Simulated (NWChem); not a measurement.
System: SiN$_{2}$H$_{5}$Cl; SMILES Cl[SiH](N)N

```xyz
9

Si     0.0221    -0.4008     0.3768
N     -1.4874    -0.9579    -0.2102
N      1.2426    -1.3682    -0.3281
Cl     0.0276     1.6273    -0.1316
H      0.2905    -0.4182     1.8414
H     -2.2905    -0.3419    -0.2355
H     -1.7484    -1.9326    -0.1175
H      1.2611    -1.5168    -1.3312
H      2.1724    -1.3942     0.0741
```
Atoms are numbered in this order, from 1.

Computed with NWChem. The geometry was optimised at PBE0/def2-SVP. Level: PBE0/def2-SVP with SMD (1 M gas to 1 M solution), gas-phase geometry. Reactions with the solvent are ignored.

Task: What does the run give for solvent water? Quantities: solvation free energy (kcal/mol); cavity-dispersion-structure term (kcal/mol); dipole in solution (D).

Result: 
* **solvation free energy (kcal/mol)**: -3.3
* **cavity-dispersion-structure term (kcal/mol)**: 3.6
* **dipole in solution (D)**: 2.75
